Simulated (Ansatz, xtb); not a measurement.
# Ranking isomers of BH8NO2Si2

5 gas-phase structures of BH8NO2Si2, from a drawn sample of its isomers (lower ones may exist). Each was relaxed with GFN2-xTB; where two conformers were screened, the lower at r2SCAN-D4/def2-SVP is listed:

A. `O[SiH2]NBO[SiH3]`, a singlet
B. `NB(O[SiH3])O[SiH3]`, a singlet
C. `BO[SiH2]O[SiH2]N`, a singlet
D. `N[SiH2]OBO[SiH3]`, a singlet
E. `NBO[SiH2]O[SiH3]`, a singlet

Q: Which do you expect lowest at r2SCAN-D4/def2-SVP, and how would the others follow?

A: Calculated order at r2SCAN-D4/def2-SVP: B (0.000), E (0.118), D (0.632), A (0.718), C (1.018) eV. CCSD(T)/def2-SVP + ΔMP2/def2-TZVPP after further relaxation puts E lowest instead.

Energies above the lowest of each column, in eV; the last columns are at PBE0-D4/def2-SVP geometries and were run for some of them only (a dash: not run or not comparable):

```tsv
structure	GFN2-xTB	HF/STO-3G	r2SCAN-D4/def2-SVP	PBE0-D4/def2-SVP	CCSD(T)/def2-SVP + ΔMP2/def2-TZVPP
B	0.180	0.000	0.000	0.000	0.077
E	0.000	0.987	0.118	0.157	0.000
D	0.326	0.647	0.632	–	–
A	0.709	0.885	0.718	–	–
C	0.446	1.790	1.018	–	–
```

CCSD(T)/def2-SVP + ΔMP2/def2-TZVPP puts E lowest of those it was run on; HF/STO-3G picks B, r2SCAN-D4/def2-SVP picks B, PBE0-D4/def2-SVP picks B. CCSD(T)/def2-SVP + ΔMP2/def2-TZVPP orders those it was run on as E (0.000), B (0.077) eV. Flexible structures stand in one conformer each, not always the lowest. B keeps a small imaginary mode. Frequencies (GFN2-xTB) were run for B, E alone. The ΔMP2 step shifts differences by up to 0.210 eV, which makes them less sure. ΔMP2 is the change of the MP2 energy from the smaller to the larger basis.

Over these structures GFN2-xTB departs from r2SCAN-D4/def2-SVP by 0.219 eV on average once a common shift is removed. A GFN2-xTB relaxation took about 0.2 s and the r2SCAN-D4/def2-SVP energy about 2.4 s on a shared host (Ansatz 0.2.0, xtb 6.7.1).
